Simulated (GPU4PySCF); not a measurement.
hexaazatrinaphthylene (C24H12N6), SMILES c1cccc2c1nc1c(c3c(nc4c(cccc4)n3)c3c1nc1ccccc1n3)n2.

Geometry: PBE0-D3(BJ)/def2-SVP.

Vertical ionisation energy (IE) and electron affinity (EA) in eV. Rows of orbital energies are one-electron estimates. Where ΔSCF, EOM or ADC give a negative EA the extra electron is unbound and the value depends on the basis.

| level | IE | EA |
|---|---|---|
| −ε(HOMO), −ε(LUMO), ωB97X-V/def2-SVP (GPU4PySCF) | 8.78 | 0.84 |
| −ε(HOMO), −ε(LUMO), PBE/def2-SVP (GPU4PySCF) | … | … |

**Question.** What belongs in the gaps? (An estimate is asked for; the answer gives what the named calculation found.)

**Answer.** 
- −ε(HOMO), −ε(LUMO), PBE/def2-SVP (GPU4PySCF), IE: 5.52
- −ε(HOMO), −ε(LUMO), PBE/def2-SVP (GPU4PySCF), EA: 3.42
